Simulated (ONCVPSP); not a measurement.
# What one change does to a pseudopotential (W, ONCV)

ONCVPSP 4.0.1 input, shortened (lines: element, Z, core and valence counts, functional; n l f; lmax; l rc ep ncon nbas qcut; lloc lpopt rc5 dvloc0; l nproj debl; icmod fcfact rcfact), LDA (Perdew-Wang 92), fully relativistic:

```
  W 74.00   10    4  -001012      upf
    1    0    2.00
    2    0    2.00
    2    1    6.00
    3    0    2.00
    3    1    6.00
    3    2   10.00
    4    0    2.00
    4    1    6.00
    4    2   10.00
    4    3   14.00
    5    0    2.00
    5    1    6.00
    5    2    4.00
    6    0    2.00
    2
    0    1.80    0.00    4    9    8.40
    1    1.75    0.00    4    7    7.10
    2    2.90    0.00    5   10    6.10
    4    3    1.20    1.00
    0    2    3.50
    1    2    0.70
    2    1    3.40
    3    3.75    1.45
```

Open shells are filled in proportion to 2j + 1.

In the p channel the program set the typed energies aside and used -1.493, 0.250 Ha (j = l + 1/2; the other j can differ).

Change: p: qcut 7.6.

Cutoffs: the cutoffs (Ha) at which the residual kinetic energy of the hardest occupied pseudo-wave falls to 1 and 0.1 mHa per electron; they do not see the model core or the augmentation charge, which bear on the density cutoff. Errors are all-electron minus pseudo energies relative to the spin-unpolarised reference configuration.

Problem. How do hardness, ghosts and transferability respond?

Solution. The potential gets neither clearly harder nor softer (21 Ha and 25 Ha → 21 Ha and 25 Ha); the errors of the 4 common tests hardly move; neither file shows a bound ghost.

| quantity | base | changed |
| --- | --- | --- |
| cutoff, loose | 21 Ha | 21 Ha |
| cutoff, tight | 25 Ha | 25 Ha |
| loose cutoff by channel | s 21 Ha, p 17 Ha, d 12 Ha | s 21 Ha, p 19 Ha, d 12 Ha |
| bound ghosts | none | none |
| GHOST(+) flags under 300 eV | s at 247.7 eV | s at 247.7 eV |
| error for 5s2 5p6 5d4 6s1, meV [ΔE 9.13 eV] | 0.0 | 0.0 |
| error for 5s2 5p6 5d4 6s0, meV [ΔE 25.15 eV] | -1.6 | -1.7 |
| error for 5s2 5p6 5d3 6s0, meV [ΔE 50.84 eV] | -6.4 | -6.6 |
| error for 5s2 5p6 5d4 6s1 6p1, meV [ΔE 4.53 eV] | -0.2 | -0.3 |
| s: phases at 1.83 bohr within 0.05 rad from the reference energy up to (Ha; the scan ends near 5) | to the end of the scan | to the end of the scan |
| p3/2: phases at 1.77 bohr within 0.05 rad from the reference energy up to (Ha; the scan ends near 5) | to the end of the scan | to the end of the scan |
| p1/2: phases at 1.77 bohr within 0.05 rad from the reference energy up to (Ha; the scan ends near 5) | to the end of the scan | to the end of the scan |
| d5/2: phases at 2.95 bohr within 0.05 rad from the reference energy up to (Ha; the scan ends near 5) | 0.7 | 0.7 |
| d3/2: phases at 2.95 bohr within 0.05 rad from the reference energy up to (Ha; the scan ends near 5) | 0.7 | 0.7 |
| rms error of d²Exc/dni dnj with the model core, mHa | 3.64 | 3.64 |
